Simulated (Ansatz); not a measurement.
Spectroscopic constants of InCl, closed-shell singlet (the spin of the measured ground state). No spin–orbit coupling.

Seven points along R, fitted to fifth degree in 1/R; most abundant isotopes. Runs in def2 and cc sets follow the lowest solution found near the PBE0 minimum. The singlet is held restricted.

Correlated levels freeze the inner cores; with def2 sets outer-core shells near the valence are correlated too. CBS(a, b) extrapolates the correlation energy as X⁻³ and adds the Hartree–Fock energy of set b.

Programs: Ansatz (Gaussian orbitals). Each number belongs to the level named beside it. In def2 rows elements past Kr take small-core potentials, without spin–orbit coupling.

Quantity: r_e, from seven points a level.

Costs are ratios of core time to PBE/def2-TZVPP (roughly 5 s), for whole runs (searches for the state included, and forces where a run took them) on one shared machine, so rough; each error counts from the measured 2.4012 Å [microwave values compiled in ACS Omega 2, 8373 (2017)].

| level | basis functions | cost |
|---|---|---|
| SVWN5/def2-TZVPP | 92 | ×0.9 |
| PBE/def2-TZVPP | 92 | ×1 |
| PBE0/def2-TZVPP | 92 | ×1 |
| B3LYP/def2-TZVPP | 92 | ×1 |
| CAM-B3LYP/def2-TZVPP | 92 | ×2 |
| B97M-V/def2-TZVPP | 92 | ×3 |
| B2PLYP/def2-TZVPP | 92 | ×3 |
| BHLYP/def2-TZVPP | 92 | ×3 |
| wB97M-V/def2-TZVPP | 92 | ×4 |
| CCSD(T)/def2-TZVPP | 92 | ×6 |
| CCSD(T)/def2-QZVPP | 152 | ×20 |
| CCSD(T)/CBS(def2-TZVPP, def2-QZVPP) | - | ×20 |

**Question.** Which is the cheapest listed level whose error stays within 0.005 Å?

**Answer.** CCSD(T)/CBS(def2-TZVPP, def2-QZVPP) (0.004 Å, cost ×20).

**Question.** What does the step from CCSD(T)/def2-TZVPP to CCSD(T)/def2-QZVPP cost and buy?

**Answer.** 92 to 152 functions, cost ×3 (rough); the error goes from 0.007 to 0.006 Å.

Each error (Å): SVWN5/def2-TZVPP -0.015; PBE/def2-TZVPP 0.035; PBE0/def2-TZVPP 0.013; B3LYP/def2-TZVPP 0.040; CAM-B3LYP/def2-TZVPP 0.014; B97M-V/def2-TZVPP 0.027; B2PLYP/def2-TZVPP 0.022; BHLYP/def2-TZVPP 0.019; wB97M-V/def2-TZVPP 0.007; CCSD(T)/def2-TZVPP 0.007; CCSD(T)/def2-QZVPP 0.006; CCSD(T)/CBS(def2-TZVPP, def2-QZVPP) 0.004.

Ansatz is a program for electronic structure.
